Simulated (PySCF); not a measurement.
dialuminium oxide (Al2O), SMILES [Al][O][Al] (connectivity only; charge and spin as stated), neutral, multiplicity 1. Geometry: PBE-D3(BJ)/def2-TZVP.

These are PySCF 2.14.0 with PBE-D3(BJ)/def2-TZVP values and carry that method's errors.

Harmonic wavenumbers (cm⁻¹): 97, 97, 488, 957. Rotational constants (GHz): 3.150 (linear); symmetry number 2.

Problem. Work out the zero-point energy and the ideal-gas rigid-rotor harmonic-oscillator thermochemistry at 298.15 K and 1 atm.

Solution. ZPE = ½ Σ hcν = ½ × 1638 cm⁻¹ = 2.34 kcal/mol. H − E(el) = 5.52 kcal/mol. Entropy in cal/(mol K): translation 38.65, rotation 15.69, vibration 7.84, total 62.18. G − E(el) = -13.02 kcal/mol. Cp = 12.56 cal/(mol K). Modes under 150 cm⁻¹ make the vibrational entropy uncertain.
